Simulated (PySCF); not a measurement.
## Correlation energy of Al⁺ (aluminium, charge +1)

[Ne] 3s2, closed-shell 1S. All numbers are calculated (PySCF 2.14, scalar relativity by spin-free X2C-1e, in cc-pVDZ-DK). Frozen: [Ne]; 2 electrons correlated.

Total MP2 correlation energy: -24.97 mhartree.

Same-spin part 0.00 and opposite-spin part -24.97 mhartree; SCS-MP2 scales them by 1/3 and 6/5 to -29.97 mhartree.

With two correlated electrons CCSD is exact within the correlated space (frozen core and kept virtual orbitals).

```json
{"level": "CCSD", "correlation energy (mhartree)": "-38.40"}
```

Diagnostics: T1 = 0.0075, D1 = 0.0105, largest double amplitude 0.114.

Problem. Is a single reference adequate?

Solution. Mostly. T1 lies below 0.03, but a double amplitude of this size points to a near-degeneracy that CCSD handles and MP2 describes poorly.
